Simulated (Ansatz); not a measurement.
BH5O3S at its PBE0-D4/def2-TZVP geometry, where that method's forces vanish. Charge 0, multiplicity 1. The bonds changed during the relaxation, so this is another structure than the one it started from.

```csv
atom,x (Å),y (Å),z (Å)
O1,-1.0489,-0.2546,0.6777
B2,-0.1084,0.7404,0.7297
O3,1.1521,0.3434,1.0492
O4,-0.3427,2.0715,0.4904
S5,1.1404,-1.8958,-1.7187
H6,-1.9310,0.0245,0.4335
H7,1.7725,1.0748,1.0449
H8,-1.2393,2.3048,0.2492
H9,0.3730,-1.7354,-0.6291
H10,0.2322,-2.6738,-2.3266
```

Question: For each bond, give half the difference of the two atoms' forces along it (eV/Å; positive pushes the atoms apart) under PBE-D4, r2SCAN-D4, B3LYP-D4, ωB97M-V in def2-TZVPP. (Best estimate.)

Answer: Ansatz gave: 
```json
{"bond": "O1–B2", "length (Å)": "1.370", "PBE-D4": "0.18", "r2SCAN-D4": "0.08", "B3LYP-D4": "0.05", "ωB97M-V": "0.09"}
{"bond": "O1–H6", "length (Å)": "0.957", "PBE-D4": "0.35", "r2SCAN-D4": "0.00", "B3LYP-D4": "-0.02", "ωB97M-V": "-0.08"}
{"bond": "B2–O3", "length (Å)": "1.360", "PBE-D4": "0.27", "r2SCAN-D4": "0.11", "B3LYP-D4": "0.06", "ωB97M-V": "0.11"}
{"bond": "B2–O4", "length (Å)": "1.373", "PBE-D4": "0.14", "r2SCAN-D4": "0.06", "B3LYP-D4": "0.09", "ωB97M-V": "0.11"}
{"bond": "O3–H7", "length (Å)": "0.959", "PBE-D4": "0.34", "r2SCAN-D4": "0.00", "B3LYP-D4": "-0.03", "ωB97M-V": "-0.08"}
{"bond": "O4–H8", "length (Å)": "0.957", "PBE-D4": "0.35", "r2SCAN-D4": "0.01", "B3LYP-D4": "-0.02", "ωB97M-V": "-0.09"}
{"bond": "S5–H9", "length (Å)": "1.342", "PBE-D4": "0.27", "r2SCAN-D4": "0.01", "B3LYP-D4": "-0.03", "ωB97M-V": "-0.10"}
{"bond": "S5–H10", "length (Å)": "1.342", "PBE-D4": "0.27", "r2SCAN-D4": "0.02", "B3LYP-D4": "0.01", "ωB97M-V": "-0.09"}
```

B3LYP here is the variant with VWN-RPA as its local correlation; programs differ in this.
